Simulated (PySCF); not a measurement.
C₂H₇NSn, SMILES [SnH][N](C)C (connectivity only; charge and spin as stated), neutral, multiplicity 1.

The structure is a stationary point at B3LYP-D3(BJ)/def2-SVP. The structure was generated by enumeration; whether it is a known compound was not checked. The def2 effective core potentials stand for the cores of Sn; spin–orbit coupling is left out.

Computed with C-PCM-PBE0/def2-SVP (PySCF).

The values are the electrostatic part of the solvation free energy, E(continuum) − E(gas) at the gas-phase geometry, in a cavity of scaled van der Waals radii (PySCF's table); cavitation and dispersion terms are not included. A continuum can't describe solvent molecules that bind to the metal. In vacuum the orbital gap is 4.39 eV. The dipole moment in vacuum is 0.98 D.

Computed values in water (ε = 78.36), methanol (ε = 32.61), N,N-dimethylformamide (ε = 37.22):
```json
[
 {"solvent": "water", "ε": "78.36", "ΔG(elec) (kcal/mol)": "-1.6", "dipole (D)": "1.39", "gap (eV)": "4.39"},
 {"solvent": "methanol", "ε": "32.61", "ΔG(elec) (kcal/mol)": "-1.6", "dipole (D)": "1.38", "gap (eV)": "4.39"},
 {"solvent": "N,N-dimethylformamide", "ε": "37.22", "ΔG(elec) (kcal/mol)": "-1.6", "dipole (D)": "1.39", "gap (eV)": "4.39"}
]
```
